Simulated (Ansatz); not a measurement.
Ideal-gas functions of `FB1CN1` at 500 K and 1 bar, from an Ansatz frequency run at PBE0-D4/def2-TZVP.

Molar mass 58.85 g/mol, point group Cs (symmetry number 1), electronic degeneracy 1, moments of inertia 20.759, 81.08, 98.498 u Å². Harmonic wavenumbers (cm⁻¹, unscaled): 109, 414, 467, 695, 932, 937, 1004, 1064, 1113, 1248, 1493, 1739, 3074, 3142, 3701.

Use S(trans) = R[1.5 ln M + 2.5 ln T − 1.1517]; rotational temperatures θ = 24.2544 K / I; S(rot) = R[ln(√π/σ · √(T³/θAθBθC)) + 1.5]; for each mode x = 1.438777 ν̃/T, S = R[x/(eˣ − 1) − ln(1 − e⁻ˣ)] and H = RT x/(eˣ − 1); 1 cm⁻¹ = 0.0119627 kJ/mol; R = 8.31446 J/(mol·K).

By hand: the entropy, in J/(mol·K).

Translation 170.4. Rotation: θ = 1.1684, 0.2991, 0.2462 K, giving 104.9. Vibration, mode by mode: 17.99, 7.33, 6.46, 3.81, 2.23, 2.20, 1.89, 1.65, 1.47, 1.08, 0.61, 0.34, 0.01, 0.01, 0.00, in all 47.1. Electronic 0.0. Sum 322.4 J/(mol·K).

By hand: H − E and G − E in kJ/mol, counted from the electronic energy.

Zero-point energy ½ × 21132 × 0.0119627 = 126.4; thermal vibration 13.3; translation, rotation and pV give 4 RT = 16.6. H − E = 156.3 kJ/mol, and G − E = 156.3 − 500 × 322.4/1000 = -4.9 kJ/mol.

Vibration gives 15 % of the entropy, 18.0 J/(mol·K) of it from the mode under 150 cm⁻¹: soft modes count most, and the harmonic formula is weakest for them.
